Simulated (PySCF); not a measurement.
InP and its ions

UHF-CCSD(T); basis In def2-TZVPPD with ECP28, P def2-TZVPPD; scalar-relativistic core potentials; PySCF 2.14. Neutral (UHF): triplet (π ↑↑), Re = 2.642 Å, ωe = 257 cm⁻¹, De = 1.75 eV.

InP⁺ (UHF): quartet (σ ↑, π ↑↑), Re = 3.069 Å, ωe = 90.8 cm⁻¹, De = 0.28 eV to In⁺ + P. The energies at the minima are -530.34230 hartree for InP and -530.08577 for InP⁺.

**Question.** Work out the adiabatic ionisation energy, without and with harmonic zero-point energies (1 hartree = 27.2114 eV, 1 eV = 8065.5 cm⁻¹), and the change of the bond length.

**Answer.** At UHF-CCSD(T): 0.25653 hartree = 6.981 eV between the minima; the zero-point term (90.8 − 257.0)/2 cm⁻¹ = -0.010 eV makes it 6.970 eV. Re changes by +42.7 pm against the neutral. The electron leaves a σ orbital, and the ion is left as a loose complex of an ion and an atom.

Correlated steps freeze 9 core orbitals. Weak bonds: InP⁺. Basis-set superposition, not corrected here, can be much of De in a small basis, most of all at correlated wavefunction levels. Spin–orbit coupling is left out, which matters for elements this heavy, above all for dissociation energies. For an ion De counts to the pair picked by the measured ionisation energies or electron affinities, which need not be the lowest pair at this level. States were picked by a PBE0 search and need not be the measured ground states.
